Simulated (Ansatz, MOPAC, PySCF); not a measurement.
Dimer: HF (SMILES F) (first 2 atoms) with CHN (SMILES C#N); geometry from B3LYP-D3(BJ)/def2-TZVP, rigid monomers moved along the line of their centres of mass till H2···N4 is 3.27 Å.
(charge 0, multiplicity 1):
| atom | x (Å) | y (Å) | z (Å) |
|---|---|---|---|
| F | -0.0481 | -0.9930 | -0.1373 |
| H | 0.0375 | -0.4804 | 0.6439 |
| C | 0.4446 | 1.9380 | 4.3163 |
| N | 0.3382 | 1.3107 | 3.3672 |
| H | 0.5441 | 2.5239 | 5.2029 |

Counterpoise-corrected where a basis set is named; no monomer relaxation. Rows marked so take none.

Rows in 3-21G carry no dispersion term and start afresh at each structure. The state that AM1 reach isn't checked.

The values were computed with Ansatz (Gaussian orbitals); MOPAC for AM1 (differences of heats of formation); PySCF for 3-21G rows. Values without a source in brackets are computed.

Q: One of these levels gives -108.5 meV for the interaction energy. Which one is it?
A) HF/3-21G (no counterpoise)
B) HF/aug-cc-pVDZ
C) AM1

A: B, HF/aug-cc-pVDZ. The others give -60.2 (AM1), -125.0 (HF/3-21G (no counterpoise))

Ansatz is a program for electronic structure.
